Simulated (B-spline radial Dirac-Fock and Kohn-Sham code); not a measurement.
**Cs³¹⁺: scattering cross sections and density moments**

System: Cs³¹⁺, configuration [Ar] 3d6.

The run's input, task.json:

```json
{"items": [{
  "Z": 55,
  "q": 31,
  "cfg": [[1, 0, 2], [2, 0, 2], [2, 1, 6], [3, 0, 2], [3, 1, 6], [3, 2, 6]],
  "A": 133,
  "rrms": 4.8041,
  "do": ["scatter"],
  "s": [0.0, 0.05, 0.1, 0.15, 0.2, 0.25, 0.3, 0.35, 0.4, 0.45, 0.5, 0.6, 0.7, 0.8, 0.9, 1.0, 1.1, 1.2, 1.4, 1.6, 1.8, 2.0, 2.5, 3.0, 3.5, 4.0, 5.0, 6.0],
  "pz": [0, 0.1, 0.2, 0.3, 0.4, 0.5, 0.6, 0.8, 1.0, 1.2, 1.4, 1.6, 1.8, 2.0, 2.5, 3.0, 4.0, 5.0, 7.0, 10.0, 15.0, 20.0, 30.0, 40.0, 60.0, 100.0],
  "hv_scatter": [2000, 5000, 10000, 17479.3, 30000, 50000, 100000, 500000]
}]}
```

Launch: `python xray_run.py task.json out`

Method: relativistic Hartree-Fock (Dirac-Fock) wave functions, averaged over the configuration. Computed with a radial finite-basis atomic code.

* Sum of ⟨r⟩: 4.625 bohr
* Sum of ⟨r²⟩: 1.276 bohr²
* Sum of ⟨1/r⟩: 294.66 per bohr
* Langevin diamagnetic susceptibility: -1.01 × 10⁻⁶ cm³/mol
* Lamb shielding (α²/3)Σ⟨1/r⟩: 5230 ppm

Coherent scattering is the Thomson cross section weighted by f₀², without anomalous dispersion; incoherent scattering is Klein-Nishina weighted by S. The Lamb formula is the non-relativistic shielding expression. Electron correlation is left out. A dash stands where the photon energy is too low for the impulse approximation behind that column.

| hν (keV) | coherent (b) | incoherent (b) | incoherent per electron (b) |
| --- | --- | --- | --- |
| 2 | 379.3 | – | – |
| 5 | 360.0 | – | – |
| 10 | 303.4 | 1.492 | 0.0622 |
| 17.4793 | 209.5 | 3.411 | 0.142 |
| 30 | 113.8 | 5.883 | 0.245 |
| 50 | 57.40 | 7.912 | 0.330 |
| 100 | 19.09 | 9.251 | 0.385 |
| 500 | 1.020 | 6.724 | 0.280 |

Incoherent scattering overtakes coherent scattering between 100 and 500 keV.
